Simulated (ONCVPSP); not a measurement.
**PBE ONCV dataset for strontium (Sr), scalar-relativistic all-electron reference.**

```json
{"Element": "strontium", "Generator": "ONCVPSP 4.0.1", "Type": "optimised norm-conserving Vanderbilt (ONCV)", "Functional": "PBE", "Relativity": "scalar-relativistic", "Frozen core": "[Ar] 3d10 4s2", "Valence charge": "8", "Reference configuration": "4p6 5s1.5 5p0.5", "Partial waves": "5s: rc 3.90 bohr, ncon 3, nbas 7, qcut 1.8 1/bohr, 2 projectors, debl 0.5 Ha; 4p+5p: rc 2.40 bohr, ncon 4, nbas 7, qcut 6.5 1/bohr, 2 projectors; d scattering state at 0.06 Ha: rc 4.25 bohr, ncon 5, nbas 8, qcut 2 1/bohr, 2 projectors, debl 3.6 Ha", "Local potential": "polynomial inside 1.70 bohr (lpopt 5, dvloc0 4 Ha)", "Core correction": "none"}
```

In the d channel the program set the typed energies aside and used -0.064, 3.536 Ha.

All-electron outer shells of the reference configuration (PBE, scalar-relativistic, ld1.x):

| shell | level (eV) | outermost node (bohr) | outermost maximum (bohr) |
| --- | --- | --- | --- |
| 4s | -41.58 | 0.59 | 1.19 |
| 4p | -23.48 | 0.61 | 1.33 |
| 5s | -3.87 | 1.65 | 3.67 |
| 5p | -1.57 | 1.96 | 4.83 |

**Question.** Estimate the cutoffs (Ha) at which the residual kinetic energy of the hardest occupied pseudo-wave falls to 1 and 0.1 mHa per electron.

**Answer.** 8.0 Ha and 9.6 Ha.

**Question.** What does a ghost test show?

**Answer.** No bound ghost flagged; GHOST(+) flagged for s at 18.3 eV, d at 95.3 eV.

**Question.** Which valence shell sets the plane-wave cutoff?

**Answer.** 4p: 8 Ha for 1 mHa per electron, against 6 Ha for 5p.

**Question.** Tests: 4p6 5s2 5p0; 4p6 5s1 5p0; 4p6 5s0 5p0; 4p6 4d0.5 5s1.5 5p0. Which has the largest error in its energy relative to the reference configuration, and how large is it?

**Answer.** 4p6 4d0.5 5s1.5 5p0, with +30 meV (all-electron minus pseudo) on +0.01 eV.
